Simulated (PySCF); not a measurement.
A small calculation by hand: chemical shift, span and skew from a shielding tensor

AlH6NO2Si, SMILES N[SiH2][Al]([OH])[OH]. Atoms are numbered in the order given.

```xyz
11

Si    -1.2930    -0.7632     0.4162
N     -2.3462     0.6208     0.2474
Al     0.9223     0.0519    -0.1441
O      2.3280    -0.7134     0.4423
O      0.9412     1.4233    -1.1634
H     -1.3790    -1.2532     1.8273
H     -1.6526    -1.9614    -0.4252
H     -3.3443     0.5255     0.4155
H     -2.1776     1.2474    -0.5348
H      3.2552    -0.5061     0.3030
H      1.6811     1.9332    -1.5031
```

Geometry: B3LYP-D3(BJ)/def2-SVP. The structure was generated by enumeration; whether it is a known compound was not checked. One conformer was computed; it need not be the lowest.

GIAO shieldings from PBE/pcSseg-1 in PySCF, non-relativistic, no solvent. The symmetric part of the tensor of Si1 has the principal values 346.4, 362.8, 505.0 ppm. The same nucleus in TMS has σ = 335.4 ppm at this level (PySCF, at its B3LYP-D3(BJ)/def2-TZVP geometry).

Task: Work out the isotropic shielding, the ²⁹Si shift against TMS, the span and the skew.

Result: 
σ(iso) = (σ11 + σ22 + σ33)/3 = 404.7 ppm. δ = σ(ref) − σ(iso) = 335.4 − (404.7) = -69.3 ppm.
Span Ω = σ33 − σ11 = 158.6 ppm. Skew κ = 3(σ(iso) − σ22)/Ω = 0.79. Tumbling in solution averages the tensor to δ; in a static solid the shielding alone would spread this spin-1/2 line over Ω.
